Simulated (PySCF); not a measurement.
Magnetic shielding above rings: a mixed set.

Probes without a nucleus sit at each ring's centroid and 1 Å off its mean plane on both sides; NICS is minus the shielding there, NICSzz its component along the normal. Level: GIAO PBE0/pcSseg-1 (PySCF, non-relativistic, gas phase) on the GFN2-xTB geometries, one conformer each. Atom numbers follow the mapped SMILES.

Problem. Order these rings by mean NICS(1)zz, lowest (most negative) first (ppm).
A. ring C5–C6–C7 in `[CH2:1]=[C:2]1[CH2:3][N:4]([C:5]2=[CH:6][CH2:7]2)[SiH2:8]1`
B. ring C2–O3–C4–C5–O6 in `[O:1]=[C:2]1[O:3][CH2:4][CH2:5][O:6]1`
C. ring C4–C5–C6–Si7–C9–C10 in `[CH3:1][C:2]#[C:3][C:4]1=[CH:5][CH2:6][Si@H:7]([Cl:8])[CH2:9][CH2:10]1`
D. ring C4–O5–C6–C7 in `[CH2:1]=[CH:2][CH2:3][C@@H:4]1[O:5][CH2:6][C@@H:7]1[O:8][C:9]([CH3:10])=[O:11]`
E. ring C1–C2–C3–N4–C8 in `[cH:1]1[cH:2][cH:3][n:4]([C@H:5]2[CH2:6][SiH2:7]2)[cH:8]1`
F. ring C4–C5–Si6–Si7 in `[CH:1]#[C:2][CH2:3][C@@H:4]1[CH2:5][SiH2:6][SiH2:7]1`
G. ring C2–C3–C4–C6–C7–C8 in `[CH3:1][c:2]1[cH:3][c:4]([Cl:5])[cH:6][cH:7][c:8]1[CH2:9][SiH3:10]`

Solution. E (-28.4), G (-25.6), A (-13.4), B (-5.3), C (-0.1), D (3.3), F (6.1).

```tsv
SMILES	ring	NICS(0)	NICS(1)	NICS(1)zz	HOMA	rms pucker (Å)	ring atoms with four or more neighbours
c1ccn([C@H]2C[SiH2]2)c1	5-membered ring with N; formal bonds all aromatic	-13.6	-10.8	-28.4	0.92	0.00	0
Cc1cc(Cl)ccc1C[SiH3]	6-membered carbocycle; formal bonds all aromatic	-8.9	-10.8	-25.6	0.99	0.00	0
C=C1CN(C2=CC2)[SiH2]1	3-membered carbocycle; formal bonds 1 double, 2 single	-32.9	-6.3	-13.4	–	0.00	1
O=C1OCCO1	5-membered ring with 2 O; formal bonds all single	-7.8	-2.5	-5.3	–	0.00	2
CC#CC1=CC[Si@H](Cl)CC1	6-membered ring with Si; formal bonds 1 double, 5 single	-2.1	-3.7	-0.1	–	0.29	4
C=CC[C@@H]1OC[C@@H]1OC(C)=O	4-membered ring with O; formal bonds all single	-0.4	0.9	3.3	–	0.04	3
C#CC[C@@H]1C[SiH2][SiH2]1	4-membered ring with 2 Si; formal bonds all single	1.3	-0.7	6.1	–	0.09	4
```

NICS(0) gives another order. The isotropic NICS(1) gives another order. HOMA uses Krygowski's 1993 parameters; it is left out where a ring has a four-coordinate atom, a triple bond, no multiple bond or a kind of bond without parameters. NICS(1) and NICS(1)zz are means over the two faces.
